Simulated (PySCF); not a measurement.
Computed IR spectrum (relative IR intensity) of a molecule C3H10InN. The structure is a stationary point at B3LYP-D3(BJ)/def2-SVP. The def2 effective core potentials stand for the cores of In; spin–orbit coupling is left out. The values are those of a single conformer. These are B3LYP-D3(BJ)/def2-SVP run with PySCF 2.14.0 values and carry that method's errors. Frequencies are harmonic and unscaled.

ν (cm⁻¹): 301 (w), 394 (m), 423 (w), 488 (m), 544 (s), 571 (w), 896 (w), 1024 (m), 1075 (vw), 1223 (m), 1237 (m), 1335 (w), 1371 (w), 1392 (w), 1442 (w), 1450 (w), 1457 (vw), 1491 (w), 1788 (m), 1801 (vs), 2947 (m), 2951 (s), 2994 (m), 3025 (w), 3051 (w), 3093 (w), 3106 (w), 3114 (w) (against the strongest line: vs over 80 %, s over 45 %, m over 15 %, w over 4 %, vw less)

Task: Which molecule gave these data?
A) C[CH2][In]([CH3])[NH2]
B) CC(C)[NH][InH2]
C) [CH3][InH][N](C)C
D) CC[N](C)[InH2]

Result: D, CC[N](C)[InH2]
